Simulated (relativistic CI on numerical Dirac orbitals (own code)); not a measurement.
# Hyperfine structure of As26+, mass number 75

Method of calculation: Dirac-Coulomb-Breit CI, separate exchange-only KLI orbitals for each configuration, model QED, unscaled Slater integrals (own radial code, finite nucleus).

CI space (outside the closed core 1s2): 2s2 2p3, 2s 2p4, 2p5, 2p4 3s, 2p4 3p, 2p4 3d, 2s2 2p2 3s, 2s2 2p2 3p, 2s2 2p2 3d, 2s 2p3 3s, 2s 2p3 3p, 2s 2p3 3d, 2s2 2p2 4s, 2s2 2p2 4p, 2s2 2p2 4d, 2s2 2p2 4f. Levels of other configurations are missing.

Nuclear spin I = 3/2, μ = 1.4383 μN, Q = 0.311 b (tables of Stone and Pyykkö). The electronic factors are computed for point nuclear moments, without core polarisation or the Bohr-Weisskopf and QED corrections.

```
          Level  E (cm⁻¹)  A (GHz)  B (GHz)
2s2 2p3 2D°_3/2    264819    24.57     22.3
2s2 2p3 2D°_5/2    352309    111.5   -0.146
2s2 2p3 2P°_1/2    469247    320.1         
2s2 2p3 2P°_3/2    708177    63.43    -40.3
  2s 2p4 4P_5/2   1151800    251.7     27.2
  2s 2p4 4P_3/2   1341248    123.1      -27
  2s 2p4 4P_1/2   1363219    686.6         
  2s 2p4 2D_3/2   1611975   -2.959    -34.9
```

Levels with J = 0, under 50 % of one LS term, or S terms without an open s electron are left out. Small factors come from cancelling terms and can be off by tens of per cent or more.

At this charge energies of transitions that change n are usually good to better than 1 %, and those within a shell (Δn = 0) to a few per cent.

Give the hyperfine levels of 2s2 2p3 2D°_5/2 relative to its centre of gravity.

With K = F(F + 1) − I(I + 1) − J(J + 1), E = AK/2 + B[¾K(K + 1) − I(I + 1)J(J + 1)]/[2I(2I − 1)J(2J − 1)]: F = 1: -585.4, F = 2: -362.3, F = 3: -27.79, F = 4: 418 GHz.

LS names give the leading component of a level, which can be under half, so a name can repeat, a term be missing and a line seem to break the LS rules.
